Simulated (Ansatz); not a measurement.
CH₂AlNO₂, relaxed with RKS PBE0-D4/def2-TZVP in the Gaussian-basis code of Ansatz from a PBE-D4/def2-SVP geometry. The force threshold is 0.005 eV/Å; the program also tests the step.

Total charge 0; spin multiplicity 1.

Start:

```xyz
7

O    -0.288    0.953   -1.641
C    -0.095    0.286   -0.498
N    -1.006   -0.395    0.158
Al    0.419   -0.683    1.275
O     1.186    0.361   -0.022
H    -1.234    0.813   -1.857
H     1.019   -1.335    2.586
```

```json
{"step": "1", "energy (eV)": "-13243.9199", "largest force (eV/Å)": "1.196", "largest move (Å)": "0.000"}
{"step": "2", "energy (eV)": "-13243.9584", "largest force (eV/Å)": "0.508", "largest move (Å)": "0.021"}
{"step": "3", "energy (eV)": "-13243.9695", "largest force (eV/Å)": "0.072", "largest move (Å)": "0.014"}
{"step": "4", "energy (eV)": "-13243.9697", "largest force (eV/Å)": "0.068", "largest move (Å)": "0.007"}
{"step": "5", "energy (eV)": "-13243.9697", "largest force (eV/Å)": "0.086", "largest move (Å)": "0.007"}
{"step": "6", "energy (eV)": "-13243.9702", "largest force (eV/Å)": "0.004", "largest move (Å)": "0.007"}
```

End:

```xyz
7

O    -0.289    0.941   -1.622
C    -0.102    0.279   -0.490
N    -0.989   -0.395    0.165
Al    0.430   -0.668    1.255
O     1.167    0.351   -0.016
H    -1.219    0.813   -1.851
H     1.002   -1.322    2.558
```

Run time 10 s (2 threads of an AMD EPYC 9R45 on a shared host); peak host memory 0.38 GiB.
